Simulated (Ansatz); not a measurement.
CH4ClGeNS, SMILES `S/C=[N]/[GeH2][Cl]`, 9 atoms. Total charge 0; spin multiplicity 1. Correlated methods include outer-core shells of Ge, which these sets cover unevenly. Scalar relativity is left out up to krypton. All runs use 4 threads of a server CPU on a shared host. Correlated methods freeze the cores.

Problem. How many basis functions does each run have, and how long does it take in Ansatz? RKS r2SCAN-D4/def2-TZVPP energy and forces; RKS PBE0-D4/def2-TZVP frequencies; RKS ωB97M-V/def2-SVP energy; RKS PBE0-D4/def2-SVP energy; RHF-CCSD(T)/def2-TZVPP energy; RHF-MP2/def2-QZVPP energy; RKS PBE0-D4/def2-TZVPP energy; RKS PBE0-D4/def2-QZVPP energy; RKS LC-ωPBE/def2-TZVPP energy; RKS PBE0-D4/def2-TZVP relaxation (9 steps); RKS B3LYP-D4/def2-TZVPP energy and forces; RKS ωB97M-V/def2-QZVPP energy. (An estimate is asked.)

Solution. Computed: Other jobs shared the machine, so times are rough.

```csv
level,job,functions,wall time,peak host memory (GiB)
RKS PBE0-D4/def2-SVP,energy,116,0.85 s,0.28
RKS LC-ωPBE/def2-TZVPP,energy,250,1.7 s,0.52
RKS PBE0-D4/def2-TZVPP,energy,250,2.1 s,0.82
RKS r2SCAN-D4/def2-TZVPP,energy and forces,250,2.6 s,0.4
RKS ωB97M-V/def2-SVP,energy,116,2.8 s,0.41
RKS B3LYP-D4/def2-TZVPP,energy and forces,250,3.2 s,0.84
RKS PBE0-D4/def2-QZVPP,energy,463,6.5 s,2.1
RKS ωB97M-V/def2-QZVPP,energy,463,12 s,2.5
RHF-MP2/def2-QZVPP,energy,463,15 s,2.8
RKS PBE0-D4/def2-TZVP,relaxation (9 steps),208,23 s,0.68
RHF-CCSD(T)/def2-TZVPP,energy,250,58 s,5.7
RKS PBE0-D4/def2-TZVP,frequencies,208,92 s,0.72
```

B3LYP here is the variant with VWN-RPA as its local correlation; programs differ in this. LC-ωPBE has ω = 0.4 bohr⁻¹.
